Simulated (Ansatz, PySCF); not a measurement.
Stretching the O4–H5 bond in BH3O (SMILES BO) (multiplicity 1 held, fragments rigid). Energies count from the point at 0.963 Å.
Geometry at that point (charge 0, multiplicity 1):
| atom | x (Å) | y (Å) | z (Å) |
|---|---|---|---|
| B | -0.4484 | -0.5534 | 0.0610 |
| H | -0.3382 | -1.3375 | 0.9518 |
| H | -1.3024 | -0.6419 | -0.7734 |
| O | 0.4452 | 0.4596 | 0.0279 |
| H | 0.3210 | 1.0699 | -0.7069 |

Restricted levels (R-, RO-) in cc, def2 and unpolarised 6-31G sets keep to the state of the molecule at rest. Unrestricted levels (U-) break spin symmetry where that is lower. Active spaces are followed from a long bond inwards. Curves can end on different states.

Frozen-core correlation. Rows in 6-31G* carry no dispersion term and start afresh at each structure (6-31G* with six Cartesian d functions).

Run with Ansatz (Gaussian basis) for Hartree–Fock, density functionals and correlated methods; PySCF for 6-31G* rows. 

Energies in kcal/mol.

```json
[
 {"R (Å)": "0.771", "R-PBE/cc-pVTZ": "37.1", "U-PBE/cc-pVTZ": "37.1", "R-B3LYP/6-31G*": "37.3", "U-SCS-MP2/cc-pVTZ": "35.0", "CASSCF(4,3)/cc-pVTZ": "34.3", "FIC-MRCISD+Q on CASSCF(4,3)/cc-pVTZ": "34.6"},
 {"R (Å)": "0.867", "R-PBE/cc-pVTZ": "7.7", "U-PBE/cc-pVTZ": "7.7", "R-B3LYP/6-31G*": "7.6", "U-SCS-MP2/cc-pVTZ": "6.6", "CASSCF(4,3)/cc-pVTZ": "6.3", "FIC-MRCISD+Q on CASSCF(4,3)/cc-pVTZ": "6.4"},
 {"R (Å)": "0.963", "R-PBE/cc-pVTZ": "0.0", "U-PBE/cc-pVTZ": "0.0", "R-B3LYP/6-31G*": "0.0", "U-SCS-MP2/cc-pVTZ": "0.0", "CASSCF(4,3)/cc-pVTZ": "0.0", "FIC-MRCISD+Q on CASSCF(4,3)/cc-pVTZ": "0.0"},
 {"R (Å)": "1.060", "R-PBE/cc-pVTZ": "3.6", "U-PBE/cc-pVTZ": "3.6", "R-B3LYP/6-31G*": "3.9", "U-SCS-MP2/cc-pVTZ": "4.8", "CASSCF(4,3)/cc-pVTZ": "4.8", "FIC-MRCISD+Q on CASSCF(4,3)/cc-pVTZ": "4.9"},
 {"R (Å)": "1.156", "R-PBE/cc-pVTZ": "12.8", "U-PBE/cc-pVTZ": "12.8", "R-B3LYP/6-31G*": "13.3", "U-SCS-MP2/cc-pVTZ": "15.3", "CASSCF(4,3)/cc-pVTZ": "15.0", "FIC-MRCISD+Q on CASSCF(4,3)/cc-pVTZ": "15.5"},
 {"R (Å)": "1.300", "R-PBE/cc-pVTZ": "30.4", "U-PBE/cc-pVTZ": "30.4", "R-B3LYP/6-31G*": "31.5", "U-SCS-MP2/cc-pVTZ": "35.1", "CASSCF(4,3)/cc-pVTZ": "33.4", "FIC-MRCISD+Q on CASSCF(4,3)/cc-pVTZ": "35.0"},
 {"R (Å)": "1.445", "R-PBE/cc-pVTZ": "48.3", "U-PBE/cc-pVTZ": "48.3", "R-B3LYP/6-31G*": "50.0", "U-SCS-MP2/cc-pVTZ": "71.5", "CASSCF(4,3)/cc-pVTZ": "51.1", "FIC-MRCISD+Q on CASSCF(4,3)/cc-pVTZ": "54.4"},
 {"R (Å)": "1.686", "R-PBE/cc-pVTZ": "73.9", "U-PBE/cc-pVTZ": "73.9", "R-B3LYP/6-31G*": "77.0", "U-SCS-MP2/cc-pVTZ": "103.8", "CASSCF(4,3)/cc-pVTZ": "73.5", "FIC-MRCISD+Q on CASSCF(4,3)/cc-pVTZ": "80.2"},
 {"R (Å)": "1.926", "R-PBE/cc-pVTZ": "92.9", "U-PBE/cc-pVTZ": "89.2", "R-B3LYP/6-31G*": "98.0", "U-SCS-MP2/cc-pVTZ": "112.4", "CASSCF(4,3)/cc-pVTZ": "86.5", "FIC-MRCISD+Q on CASSCF(4,3)/cc-pVTZ": "95.9"},
 {"R (Å)": "2.215", "R-PBE/cc-pVTZ": "108.6", "U-PBE/cc-pVTZ": "96.7", "R-B3LYP/6-31G*": "116.3", "U-SCS-MP2/cc-pVTZ": "114.9", "CASSCF(4,3)/cc-pVTZ": "93.5", "FIC-MRCISD+Q on CASSCF(4,3)/cc-pVTZ": "104.7"},
 {"R (Å)": "2.601", "R-PBE/cc-pVTZ": "121.6", "U-PBE/cc-pVTZ": "100.2", "R-B3LYP/6-31G*": "132.3", "U-SCS-MP2/cc-pVTZ": "115.5", "CASSCF(4,3)/cc-pVTZ": "96.4", "FIC-MRCISD+Q on CASSCF(4,3)/cc-pVTZ": "108.5"},
 {"R (Å)": "3.082", "R-PBE/cc-pVTZ": "130.3", "U-PBE/cc-pVTZ": "101.4", "R-B3LYP/6-31G*": "144.0", "U-SCS-MP2/cc-pVTZ": "115.6", "CASSCF(4,3)/cc-pVTZ": "97.2", "FIC-MRCISD+Q on CASSCF(4,3)/cc-pVTZ": "109.7"}
]
```

Doubts at one or more of the structures used: a restricted determinant that unrestricted orbitals would lower (R-PBE/cc-pVTZ, R-B3LYP/6-31G*); a spin-contaminated determinant (U-PBE/cc-pVTZ, U-SCS-MP2/cc-pVTZ); active orbitals that take no part (CASSCF(4,3)/cc-pVTZ, FIC-MRCISD+Q on CASSCF(4,3)/cc-pVTZ).

Ansatz is a quantum-chemistry and plane-wave program.
